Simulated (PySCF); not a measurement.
# A small calculation by hand: chemical shift, span and skew from a shielding tensor

bromo(trichloro)methane (CBrCl3), SMILES ClC(Cl)(Cl)Br. Atoms are numbered in the order given.

```xyz
5

Cl    -1.4588     0.8422     1.0117
C      0.0000     0.0000     0.4276
Cl     0.0000    -1.6845     1.0117
Cl     1.4588     0.8422     1.0117
Br     0.0000     0.0000    -1.5475
```

Coordinates come from a PBE-D3(BJ)/def2-SVP optimisation.

GIAO shieldings from PBE/pcSseg-1 run with PySCF, non-relativistic, no solvent. The symmetric part of the tensor of C2 has the principal values 25.7, 25.7, 32.1 ppm. The same nucleus in TMS has σ = 182.0 ppm at this level (PySCF, at its B3LYP-D3(BJ)/def2-TZVP geometry). Without spin–orbit terms, shifts of atoms bonded to Cl or Br come out too high.

Problem. Work out the isotropic shielding, the ¹³C shift against TMS, the span and the skew.

Solution. 
σ(iso) = (σ11 + σ22 + σ33)/3 = 27.8 ppm. δ = σ(ref) − σ(iso) = 182.0 − (27.8) = 154.2 ppm.
Span Ω = σ33 − σ11 = 6.4 ppm. Skew κ = 3(σ(iso) − σ22)/Ω = 1.00, an axial tensor. Tumbling in solution averages the tensor to δ; in a static solid the shielding alone would spread this spin-1/2 line over Ω.
